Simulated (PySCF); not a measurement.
Species: trichloro(methoxy)silane, CH₃Cl₃OSi, net charge 0, singlet state. 
Geometry from a B3LYP-D3(BJ)/def2-TZVP (Ansatz) optimisation:
```
O
C 1 1.4283
H 2 1.0877 1 107.24
H 2 1.0914 3 109.43 1 -119.99
H 2 1.0914 3 109.43 4 -120.03
Si 1 1.6106 2 126.13 3 -180.00
Cl 6 2.0279 1 107.46 2 -180.00
Cl 6 2.0447 1 110.84 2 59.84
Cl 6 2.0447 1 110.84 2 -59.84
```
Charge 0, spin multiplicity 1.

Dispersion corrections to the total energy (kcal/mol) from the dftd3 and dftd4 libraries through PySCF: D3(BJ) without and D4 with the three-body term, each with the damping fitted for the functional named.

| functional | D3(BJ) | D4 |
|---|---|---|
| BP86 | -12.52 | … |
| TPSSh | -8.48 | … |
| CAM-B3LYP | -6.30 | -6.73 |
| BLYP | -15.41 | … |
| PW6B95 | -4.35 | -6.20 |
| PBE | -6.82 | -7.57 |
| revPBE | -16.14 | -20.13 |

Q: What belongs in the gaps?

A: 
- BP86, D4: -10.67
- TPSSh, D4: -9.29
- BLYP, D4: -16.30
